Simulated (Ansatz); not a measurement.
Consider the redistribution: `BCBC` + `O[SiH2]/C=C/Cl` → `CB/C=C/Cl` + `BC[SiH2]O`.

Program: Ansatz. Geometries: PBE0-D4/def2-TZVP. ΔE: electronic, gas phase. CBS: MP2 limit from def2 TZ/QZ plus the TZ coupled-cluster correction, frozen cores. Double bonds are as drawn, so ΔE can hold a change between cis and trans. Functionals use def2-TZVPP. B3LYP here is the variant with VWN-RPA as its local correlation; programs differ in this. One conformer a species, not always the lowest.

```tsv
level	ΔE (kJ/mol)	difference from CCSD(T)/CBS
PBE-D4	-21.5	-2.4
r2SCAN-D4	-20.7	-1.6
PBE0-D4	-20.3	-1.2
B3LYP-D4	-20.7	-1.6
ωB97X-V	-17.3	1.8
ωB97M-V	-18.4	0.7
B2PLYP	-21.3	-2.2
PBE	-22.1	-3.0
r2SCAN	-20.8	-1.7
PBE0	-20.8	-1.7
B3LYP	-21.6	-2.5
HF/def2-TZVPP	-19.0	0.1
MP2/def2-TZVPP	-20.9	-1.8
SCS-MP2/def2-TZVPP	-20.1	-1.0
CCSD/def2-TZVPP	-18.8	0.3
CCSD(T)/def2-TZVPP	-19.7	-0.6
HF/def2-QZVPP	-19.1	0.0
MP2/def2-QZVPP	-20.5	-1.4
SCS-MP2/def2-QZVPP	-19.7	-0.6
HF/CBS(def2)	-19.1	0.0
MP2/CBS(def2)	-20.2	-1.1
CCSD/CBS(def2)	-18.2	0.9
CCSD(T)/CBS	-19.1	0
```

Largest T1 diagnostic among the species: 0.011.
